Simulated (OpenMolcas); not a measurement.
Lines of Lu+: computed and rescaled rates

```
Program             : OpenMolcas 26.06
Method              : MS-RASPT2, IPEA 0.25 Eh, imaginary shift 0.1 Eh (closed shells correlated: 5s 5p)
Basis               : ANO-RCC-VTZP [8s7p5d3f2g1h]
Scalar Hamiltonian  : DKH2, point nucleus
Active space        : 2 electrons in 9 orbitals (RAS2 5d 6s; RAS3 6p, at most 2 electrons)
State averaging     : 2S+1 = 1 even, 21 roots; 2S+1 = 3 even, 15 roots kept (CI in the orbitals of an earlier block); 2S+1 = 1 odd, 15 roots; 2S+1 = 3 odd, 18 roots kept (CI in the orbitals of an earlier block)
Spin-orbit coupling : RASSI with atomic mean-field integrals over the reference wave functions, term energies averaged over their components
```

Rates come from the transition moments of the reference wave functions (E1 and E2 in the length form). At fixed line strength A goes as λ^-3 for E1 and M1 and as λ^-5 for E2, so a rate at the computed wavelength can be rescaled to the measured one. Measured vacuum wavelengths follow from level energies in NIST Handbook of Basic Atomic Spectroscopic Data. Branching counts decays inside the model space alone, at computed energies, and the table is only a selection of the E1 lines, drawn from those between levels with measured partners whose computed energy lies within a factor of 1.5 of the measured one.

```csv
Upper,Lower,Type,λ computed (nm),λ measured (nm),A computed (s-1),A rescaled (s-1),Branching %
5d² ³P₀,6s 6p ³P°₁,E1,1168,1399,7.68e+05,4.47e+05,100.0
5d² ³P₁,6s 6p ³P°₁,E1,1030,1242,2.59e+05,1.48e+05,28.0
5d² ³P₁,6s 6p ³P°₀,E1,960.7,1076,4.24e+05,3.02e+05,45.9
5d² ³P₂ [57 %],6s 6p ³P°₁,E1,838.3,992.9,1.14e+05,6.86e+04,17.6
6s 6p ³P°₀,5d 6s ³D₁,E1,683.5,646.5,2.35e+07,2.78e+07,100.0
6s 6p ³P°₁,5d 6s ³D₂,E1,682.1,622.4,1.63e+07,2.15e+07,60.2
6s 6p ³P°₂,5d 6s ³D₃,E1,673.8,547.8,2.01e+07,3.74e+07,79.7
6s 6p ³P°₁,5d 6s ³D₁,E1,652.1,598.6,6.77e+06,8.75e+06,25.0
6s 6p ³P°₂,5d 6s ³D₂,E1,606.5,499.6,4.57e+06,8.18e+06,18.1
5d 6p ³F°₂ [73 %],5d 6s ¹D₂,E1,420.9,418.5,3.52e+07,,15.4
5d 6p ¹D°₂ [65 %],5d 6s ¹D₂,E1,372,355.5,1.68e+08,1.92e+08,55.8
6s 6p ³P°₁,6s² ¹S₀,E1,356.6,350.8,3.83e+06,,14.2
5d 6p ³F°₂ [73 %],5d 6s ³D₂,E1,350.6,347.3,7.22e+07,7.43e+07,31.5
5d 6p ³F°₂ [73 %],5d 6s ³D₁,E1,342.4,339.8,1.17e+08,1.20e+08,51.0
5d 6p ³F°₃,5d 6s ³D₂,E1,318.5,307.8,2.22e+08,2.46e+08,82.8
5d 6p ¹D°₂ [65 %],5d 6s ³D₁,E1,309.3,297.1,9.93e+07,,32.9
5d 6p ³F°₄,5d 6s ³D₃,E1,307.6,291.2,2.99e+08,3.52e+08,96.6
5d 6p ³D°₂,5d 6s ³D₃,E1,306.7,305.8,1.01e+08,1.02e+08,27.5
5d 6p ³D°₁,5d 6s ³D₂,E1,303.4,302.1,8.02e+07,8.12e+07,21.2
5d 6p ³D°₁,5d 6s ³D₁,E1,297.3,296.4,2.36e+08,2.38e+08,62.6
5d 6p ³D°₃,5d 6s ³D₃,E1,293.2,289.6,2.83e+08,2.94e+08,73.4
5d 6p ³D°₂,5d 6s ³D₂,E1,292,290.1,1.46e+08,1.49e+08,39.7
5d 6p ³D°₃,5d 6s ³D₂,E1,279.7,275.5,5.83e+07,6.10e+07,15.1
5d 6p ³P°₀,5d 6s ³D₁,E1,273.4,262,5.62e+08,6.39e+08,98.3
6s 6p ¹P°₁,6s² ¹S₀,E1,269.5,261.6,5.53e+08,6.05e+08,98.5
```

Spin-changing lines and M1 lines between different terms are not rescaled, since their strength hangs on the term gaps too.

The largest correction is for 6s 6p ³P°₂ → 5d 6s ³D₃ (E1): 2.01e+07 × (673.8 / 547.8)^3 = 3.74e+07 s-1, a factor of 1.86.

The computed rate and branching of 6s 6p ³P°₀ → 5d 6s ³D₁ give the upper level a radiative lifetime of 1.000 / 2.35e+07 s-1 = 4.26e-08 s, counting decays inside the model space alone. The rescaled rate gives about 3.6e-08 s.

The computed order of these levels differs from the measured one in 2 places, and where term gaps are wrong the rates of spin-changing lines can be off by large factors.

No measured rate stands beside these. Rescaling mends the energy factor alone: line strengths can still be far off where a level mixes with configurations outside the active space, and weak or spin-changing lines hang on small mixing coefficients that depend on the term gaps too, so rescaling need not improve them.

CASPT2 does not keep the components of a term degenerate, so their means are used; among the terms shown or strongly mixed into the levels shown the widest spread is 170 cm-1 (5d 6p ³F°). Some levels mix across a computed gap that differs much from the measured one, so their mixing is not that of the real levels. Terms from blocks run as CI alone lack orbitals of their own. Configurations are named by rounded mean occupations; where the s occupation lies near a half they are strongly mixed, a name can repeat and a true partner stay unpaired. A single d shell beside an s shell can misplace configurations of different d count against each other. Computed and measured levels are paired by configuration, term and J; levels that our copy of the source lacks, or whose pairing is in doubt (as where it misses far off the trend of its configuration), stay unpaired. Levels of configurations outside the active space are missing.

A share in square brackets marks a mixed level and gives the weight of the term that names it. ° marks odd parity.
